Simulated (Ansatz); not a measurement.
Program: Ansatz. Geometries: PBE0-D4/def2-TZVP. ΔE: electronic, gas phase. CBS: MP2 limit from def2 TZ/QZ plus the TZ coupled-cluster correction, frozen cores. This one scheme is used for every species. Functionals use def2-TZVPP. For Ge outer-core shells are correlated without core-valence functions, which leaves a few kJ/mol of doubt a bond. Scalar relativity is left out up to krypton. One conformer a species, not always the lowest.

Reaction (formal hydrolysis of a C–Ge bond): `F[CH](F)[GeH3]` + H₂O → `OC(F)F` + GeH₄

CCSD(T)/CBS gives -5.3 kcal/mol.

Problem. Another level gave -8.8 kcal/mol. Which?
A. revPBE-D4/def2-TZVPP
B. LDA (SPW92)/def2-TZVPP
C. CCSD(T)/def2-TZVPP
D. r2SCANh-D4/def2-TZVPP

Solution. D. r2SCANh-D4 -8.8, CCSD(T)/def2-TZVPP -7.4, LDA (SPW92) -10.3, revPBE-D4 -6.1 kcal/mol.

Largest T1 diagnostic among the species: 0.012.

From BLYP to BHLYP (50 % exact exchange), in def2-TZVPP and without D4, ΔE moves by −3.1 kcal/mol. In def2-TZVPP, CCSD(T) changes the Hartree–Fock value by +5.1 kcal/mol (the triples alone add +0.3 kcal/mol) and MP2 by +5.9 kcal/mol.
